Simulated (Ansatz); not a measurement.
Consider the formal loss of a carbene: `[CH3][Al]([SiH3])[SH]` → `[CH2]` (triplet) + `[SiH3][AlH][SH]`.

Isolated molecules relaxed with PBE0-D4/def2-TZVP in Ansatz; ΔE leaves out vibrations. CCSD(T)/CBS is the MP2 limit (def2-TZVPP, def2-QZVPP) plus CCSD(T) − MP2 in def2-TZVPP, frozen cores. This one scheme is used for every species. Functionals use def2-TZVPP. Triplets are unrestricted, without spin–orbit coupling. Each species was taken in one conformer, which may not be the lowest.

`[CH3][Al]([SiH3])[SH]`:

Z-matrix (Å, degrees):
```
C
Al 1 1.950
H 1 1.095 2 110.6
H 1 1.095 2 110.4 3 -117.8
H 1 1.092 2 113.0 3 121.2
Si 2 2.451 1 124.5 3 56.7
S 2 2.191 1 120.6 3 -123.4
H 6 1.492 2 111.0 1 -59.6
H 6 1.490 2 112.5 1 179.7
H 6 1.492 2 111.0 1 59.0
H 7 1.344 2 94.7 1 0.1
```

`[CH2]` (triplet):

Cartesian coordinates in Å:
```
C 0.241 -0.075 -0.110
H -0.317 0.590 -0.750
H 0.076 -0.515 0.861
```

`[SiH3][AlH][SH]`:

Z-matrix (Å, degrees):
```
Si
Al 1 2.447
H 1 1.491 2 110.7
H 1 1.489 2 111.9 3 120.5
H 1 1.491 2 110.9 3 -118.9
S 2 2.185 1 116.7 3 -117.9
H 2 1.585 1 125.6 3 61.9
H 6 1.344 2 94.3 1 179.7
```

(1) Is it downhill or uphill in electronic energy at CCSD(T)/CBS, and by how much? (An estimate is asked.)

(2) What do these levels give: PBE-D4, revPBE-D4, BLYP, r2SCAN0, HF/def2-TZVPP, MP2/CBS(def2)? (Estimate.)

(3) What do rigid-rotor, harmonic-oscillator terms from PBE0-D4/def2-TZVP frequencies (298.15 K, 1 bar) make of the CCSD(T)/CBS value? (An estimate is asked.)

Largest T1 diagnostic among the species: 0.013.

Results:

(1) The calculation gave: Uphill: ΔE = +5.00 eV.

(2) Ansatz gave: PBE-D4 5.07, revPBE-D4 4.90, BLYP 4.79, r2SCAN0 4.72, HF/def2-TZVPP 3.38, MP2/CBS(def2) 5.16 eV.

(3) Ansatz gave: ΔZPE = -0.31 eV, ΔH = +4.73 eV, ΔS = 137 J/(mol·K), ΔG = +4.30 eV. Open shells count their whole term as degenerate. Modes under 50 cm⁻¹ make the entropy rough.

In def2-TZVPP, CCSD(T) changes the Hartree–Fock value by +1.48 eV (the triples alone add +0.13 eV) and MP2 by +1.64 eV. At CCSD(T), def2-SVP lies −0.31 eV from the extrapolated value and def2-TZVPP −0.13 eV.
